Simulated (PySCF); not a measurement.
Point-charge models of `C(=N/[SiH3])(/[C@@H](O)C)CCC` against its computed dipole.

Coordinates (GFN2-xTB, Å) and charges (e) from the PBE0/pcSseg-1 density (PySCF):

```csv
atom,x,y,z,Mulliken,IAO,Hirshfeld,ESP-fitted
C1,2.699,0.589,0.648,-0.2667,-0.4182,-0.1213,-0.4060
C2,2.191,-0.736,0.096,-0.2829,-0.2396,-0.0604,+0.2720
C3,1.110,-0.531,-0.977,-0.1276,-0.2841,-0.0748,-0.4664
C4,-0.151,0.019,-0.371,-0.0120,+0.1888,+0.1036,+0.5011
N5,-0.351,1.253,-0.330,-0.5421,-0.5581,-0.2382,-0.6444
Si6,-1.596,2.270,0.283,+0.5604,+0.7216,+0.3156,+0.4868
C7,-1.119,-1.012,0.199,+0.0509,+0.0589,+0.0403,+0.5029
C8,-2.110,-1.422,-0.889,-0.2111,-0.4164,-0.1182,-0.5892
O9,-1.860,-0.487,1.276,-0.4201,-0.5314,-0.1928,-0.6563
H10,3.418,0.419,1.446,+0.1131,+0.1390,+0.0393,+0.0893
H11,1.876,1.182,1.037,+0.1306,+0.1441,+0.0306,+0.1126
H12,3.185,1.163,-0.137,+0.1120,+0.1408,+0.0416,+0.1080
H13,1.789,-1.346,0.909,+0.1135,+0.1225,+0.0323,-0.0592
H14,3.022,-1.287,-0.350,+0.1254,+0.1379,+0.0414,-0.0010
H15,0.895,-1.486,-1.461,+0.1178,+0.1333,+0.0406,+0.0891
H16,1.480,0.175,-1.721,+0.1360,+0.1548,+0.0448,+0.1437
H17,-1.106,2.671,1.606,-0.1102,-0.1346,-0.0831,-0.1028
H18,-2.980,1.807,0.381,-0.0947,-0.1436,-0.0883,-0.1044
H19,-1.533,3.377,-0.674,-0.1114,-0.1394,-0.0904,-0.1104
H20,-0.551,-1.898,0.529,+0.1048,+0.1197,+0.0349,-0.0414
H21,-1.592,-1.887,-1.723,+0.1194,+0.1453,+0.0468,+0.1290
H22,-2.832,-2.121,-0.476,+0.1314,+0.1559,+0.0480,+0.1699
H23,-2.639,-0.540,-1.240,+0.1244,+0.1513,+0.0434,+0.1849
H24,-1.255,-0.152,1.946,+0.2389,+0.3514,+0.1640,+0.3921
```

Q: Compute μ = Σ q r for each scheme (1 e·Å = 4.803 D) and compare with the dipole of the full density.

A: The full density gives (1.24, -2.35, 0.20) D, 2.66 D in size; dipole vectors point from the negative to the positive end.

| scheme | μx | μy | μz | size (D) | share of the full size (%) | angle to the full dipole (°) |
| --- | --- | --- | --- | --- | --- | --- |
| Mulliken | 0.91 | -2.96 | -0.84 | 3.21 | 121 | 22 |
| IAO | 1.14 | -1.74 | -0.02 | 2.08 | 78 | 7 |
| Hirshfeld | 0.66 | -1.85 | 0.10 | 1.97 | 74 | 8 |
| ESP-fitted | 1.21 | -2.34 | 0.23 | 2.64 | 99 | 1 |

Q: Which set comes closest?

A: Length of the difference vector: ESP-fitted 0.04 D, IAO 0.65 D, Hirshfeld 0.77 D, Mulliken 1.25 D. Closest: ESP-fitted. The schemes that divide the density aren't constrained to reproduce the dipole.

Q: What is left for the Hirshfeld atoms' own dipoles?

A: The shares of the density sum to the whole, so what Σ q r misses lies in dipoles about the nuclei. The atomic dipoles sum to (1.24, -2.35, 0.20) − (0.66, -1.85, 0.10) = (0.58, -0.50, 0.10) D, 0.77 D in size.

Q: With the origin at the mean of the coordinates, (0.000, 0.001, 0.000) Å, which are the largest single terms, by size, of the Hirshfeld dipole along the direction of the full one?

A: Si6 -4.13, H19 +1.62, N5 +1.48, H18 +1.25, H17 +1.10 D; all 24 atoms together +1.95 D. The single terms depend on the origin, their sum doesn't.

Q: Give the size of the full dipole in other units.

A: 2.66 D = 1.048 au = 0.554 e·Å = 8.88 × 10⁻³⁰ C·m.

The structure is a single GFN2-xTB conformer in the gas phase; no vibrational or solvent corrections.

These values come from a run that also computed NMR shieldings. Time: 2.1 min (grids of density and orbitals included); peak memory 1.0 GiB. Hardware: one thread of an Arm Neoverse N1 (shared host).

The values belong to the conformer `[CH3:1][CH2:2][CH2:3]/[C:4](=[N:5]/[SiH3:6])[C@H:7]([CH3:8])[OH:9]`: C1–C2–C3–C4 -69°, C2–C3–C4–N5 93°, C3–C4–C7–C8 -91°, H–O9–C7–C4 -56°.
